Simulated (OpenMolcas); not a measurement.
# Xe VI: the spin-orbit constant, worked from levels

```
Program             : OpenMolcas
Basis               : ANO-R3 [8s7p5d4f3g2h]
Scalar Hamiltonian  : X2C, finite nucleus
Active space        : 1 electron in 9 orbitals (RAS2 5p; RAS3 5d 6s, at most 1 electron)
State averaging     : 2S+1 = 2 odd, 3 roots; 2S+1 = 2 even, 6 roots
Spin-orbit coupling : state interaction with AMFI integrals over the reference wave functions, term energies averaged over their components
```

Methods: RASSCF; SS-RASPT2, IPEA 0.25 Eh, imaginary shift 0.1 Eh (closed shells correlated: 4d 5s). Measured levels: Saloman, J. Phys. Chem. Ref. Data 33, 765 (2004).

**The spin-orbit constant.** For the Hund term ²P° of p1, E(J) = (A/2) J(J+1) + constant and ζ = 2S·A = A. From J = 1/2 to J = 3/2 the energy changes by 1.5 A.

```json
{"Source": "RASSCF", "E(3/2) - E(1/2)": "13802.9", "A": "9201.9", "ζ": "9202"}
{"Source": "SS-RASPT2", "E(3/2) - E(1/2)": "13802.9", "A": "9201.9", "ζ": "9202"}
{"Source": "measured", "E(3/2) - E(1/2)": "15599.0", "A": "10399.3", "ζ": "10399"}
```

All in cm-1. SS-RASPT2 is off by -11.5 % and RASSCF by -11.5 %. Both methods take the spin-orbit matrix elements from the reference wave functions, so the second can move ζ only through the term energies and any multistate remixing.

Over all roots computed the reference weight is 0.88 to 0.93 in SS-RASPT2; the roots of lowest weight are the least certain, and an intruder state may touch them. With one active electron the reference holds no correlation, so core polarisation is missing (holds for RASSCF). With one active electron, CASPT2 adds the correlation within the correlated inactive shells and between them and that electron, and leaves the splitting within a term as the reference gives it (holds for SS-RASPT2). Computed and measured levels are paired by configuration, term and J; levels that our copy of the source lacks, or whose pairing is in doubt (as where it misses far off the trend of its configuration), stay unpaired and out of the deviations. Only configurations of the active space appear.

° marks odd parity.
